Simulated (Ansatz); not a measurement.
Method: frozen-core CCSD(T)/cc-pVTZ // CAM-B3LYP-D3(BJ)/def2-TZVP in Ansatz (a program for electronic structure).

Ansatz 0.2 input:
```yaml
crystal:
  periodic: [false, false, false]
  atoms:
    - { symbol: Si, position_ang: [2.161477, -0.072573, 0.060876] }
    - { symbol: C, position_ang: [0.319602, -0.028835, 0.019955] }
    - { symbol: C, position_ang: [-0.608097, -0.953988, 0.591035] }
    - { symbol: C, position_ang: [-1.869075, -0.517309, 0.310599] }
    - { symbol: N, position_ang: [-1.756931, 0.638424, -0.411699] }
    - { symbol: C, position_ang: [-0.441729, 0.938771, -0.590767] }
    - { symbol: H, position_ang: [2.694736, -1.300629, -0.573113] }
    - { symbol: H, position_ang: [2.680446, -0.033929, 1.447828] }
    - { symbol: H, position_ang: [2.684633, 1.102418, -0.673399] }
    - { symbol: H, position_ang: [-0.365461, -1.843652, 1.14855] }
    - { symbol: H, position_ang: [-2.831247, -0.929033, 0.561833] }
    - { symbol: H, position_ang: [-2.527201, 1.181599, -0.756548] }
    - { symbol: H, position_ang: [-0.141185, 1.81665, -1.137687] }
basis:
  gaussian: { orbitals: cc-pVTZ }
correlation:
  method: ccsd_t
```

Output:

```
Functional definition: HF
1621 factors; integrals over basis functions are off by at most 1.0e-3 eV
mean field evaluation 1: about -13573.8910 eV, gradient 3.8e1 eV
mean field evaluation 2: about -13574.3223 eV, gradient 3.7e1 eV
mean field evaluation 4: about -13578.3636 eV, gradient 5.1e0 eV
mean field evaluation 8: about -13578.4477 eV, gradient 3.6e-1 eV
mean field evaluation 16: about -13573.8893 eV, gradient 3.8e1 eV
mean field -13578.44838281 eV, -498.9987742652 hartree, gradient 2.3e-6 eV, S^2 0.000000; 0 other end points of the search recorded, 0 dependent functions left out
10 core orbitals not correlated
reference -13578.44838281 eV, -498.9987742652 hartree; 16, 16 occupied and 256, 256 virtual orbitals, 1621 factors
second order -26.41435173 eV of doubles, -0.00000000 eV of singles
cycle   1  -26.45147129 eV  change   -3.7e-2 eV  update   1.2e-1
cycle   2  -27.19888549 eV  change   -7.5e-1 eV  update   3.6e-2
cycle   3  -27.34119029 eV  change   -1.4e-1 eV  update   1.6e-2
cycle   4  -27.32823928 eV  change    1.3e-2 eV  update   3.9e-3
cycle   5  -27.32896179 eV  change   -7.2e-4 eV  update   2.0e-3
cycle   6  -27.32954525 eV  change   -5.8e-4 eV  update   6.3e-4
cycle   7  -27.32911945 eV  change    4.3e-4 eV  update   3.3e-4
cycle   8  -27.32908785 eV  change    3.2e-5 eV  update   1.2e-4
cycle   9  -27.32913226 eV  change   -4.4e-5 eV  update   3.9e-5
cycle  10  -27.32911422 eV  change    1.8e-5 eV  update   1.3e-5
perturbative correction -1.34714724 eV, -0.0495067479 hartree
Total energy: -13607.12464427 eV, -500.0526074365 hartree
```

Cost: about 30 core-minutes (a rough figure).
